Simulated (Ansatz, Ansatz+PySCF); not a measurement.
```xyz
2

C     0.0000    0.0000    0.0000
F     0.0000    0.0000    1.2720
```

Basis set: def2-SVP (spherical functions). Frozen core: 2 orbitals. Correlation on ROHF uses semicanonical orbitals with singles. Charge 0, multiplicity 2.

Computed with Ansatz (development build ahead of 0.2.0); each method stands on the lowest determinant of its kind that the runs found.

The atomization energy at this shape (free ground-state atoms in the same class of orbitals less the molecule, no zero-point energy) of doublet CF:

```tsv
method	atomization energy
ROHF-MP2	5.63 eV
ROHF	3.57 eV
UHF	3.49 eV
```

Q: What does ROHF-CCSD(T) give?

A: 5.38 eV.
